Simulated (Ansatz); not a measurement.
Geometry optimisation, RKS PBE/def2-SVP (Ansatz 0.2.0).

Input file:

```yaml
crystal:
  periodic: [false, false, false]
  atoms:
    - { symbol: W, position_ang: [0.0, 0.0, 0.0] }
    - { symbol: F, position_ang: [0.0, 0.0, 2.2] }
    - { symbol: Cl, position_ang: [2.39, 0.0, 0.0] }
    - { symbol: Cl, position_ang: [0.0, 2.39, 0.0] }
    - { symbol: Cl, position_ang: [-2.39, 0.0, 0.0] }
    - { symbol: F, position_ang: [0.0, -1.85, 0.0] }
    - { symbol: Cl, position_ang: [0.0, 0.0, -2.39] }
    - { symbol: Br, position_ang: [1.8861, 1.9648, 0.905] }
    - { symbol: H, position_ang: [0.861, 0.8969, 2.1051] }
basis:
  gaussian: { orbitals: def2-SVP }
hamiltonian:
  xc: pbe
relax:
  f_tol: 0.15
  max_steps: 25
  restrain:
    - { distance: [0, 7], at: 3.77, k: 30.0 }
    - { distance: [8, 1], at: 2.12, k: 30.0 }
    - { distance: [0, 1], at: 1.85, k: 30.0 }
    - { distance: [8, 7], at: 1.55, k: 30.0 }
```

Command:

```bash
$ ansatz run input.yaml --threads 4 --pin off --max-ram 5120MiB --backend cpu --events-out ev --progress --plain --runs-dir out
```

Question: Where does it end, and by what steps?

Answer: The run converged. The restraints hold the end off the free minimum; the threshold counts their pulls, which the force column leaves out. Restrained pairs: W1–Br8 (2.87 → 3.80 Å), F2–H9 (1.25 → 2.12 Å), W1–F2 (2.20 → 1.87 Å), Br8–H9 (1.91 → 1.50 Å). After 12 steps the energy has fallen by 7.686 eV (the restraints' own energy left out); Br8 moved furthest, 1.08 Å.

```json
{"step": "0", "energy less start (eV)": "0.0000", "largest force component (eV/Å)": "7.661", "accepted": "yes"}
{"step": "1", "energy less start (eV)": "-2.1023", "largest force component (eV/Å)": "6.669", "accepted": "yes"}
{"step": "2", "energy less start (eV)": "-3.9153", "largest force component (eV/Å)": "5.289", "accepted": "yes"}
{"step": "3", "energy less start (eV)": "-5.6934", "largest force component (eV/Å)": "3.308", "accepted": "yes"}
{"step": "4", "energy less start (eV)": "-6.9937", "largest force component (eV/Å)": "1.860", "accepted": "yes"}
{"step": "5", "energy less start (eV)": "-7.5002", "largest force component (eV/Å)": "1.418", "accepted": "yes"}
{"step": "6", "energy less start (eV)": "-7.6009", "largest force component (eV/Å)": "1.350", "accepted": "yes"}
{"step": "7", "energy less start (eV)": "-7.6216", "largest force component (eV/Å)": "1.420", "accepted": "yes"}
{"step": "8", "energy less start (eV)": "-7.6640", "largest force component (eV/Å)": "1.431", "accepted": "yes"}
{"step": "9", "energy less start (eV)": "-7.6740", "largest force component (eV/Å)": "1.424", "accepted": "yes"}
{"step": "10", "energy less start (eV)": "-7.6799", "largest force component (eV/Å)": "1.532", "accepted": "no"}
{"step": "11", "energy less start (eV)": "-7.6931", "largest force component (eV/Å)": "1.334", "accepted": "yes"}
{"step": "12", "energy less start (eV)": "-7.6858", "largest force component (eV/Å)": "1.410", "accepted": "yes"}
```

```xyz
9
Properties=species:S:1:pos:R:3
W -0.068 -0.019 -0.238
F 0.091 0.111 1.619
Cl 2.219 -0.110 -0.486
Cl -0.118 2.254 -0.528
Cl -2.368 -0.066 0.104
F -0.042 -1.883 0.042
Cl -0.393 -0.420 -2.488
Br 2.143 2.176 1.937
H 1.283 1.358 2.857
```

Time of the run: 52 s on 4 threads of Intel(R) Xeon(R) Platinum 8259CL CPU @ 2.50GHz (Skylake/Cascade Lake) (shared host), peak memory 0.35 GiB.
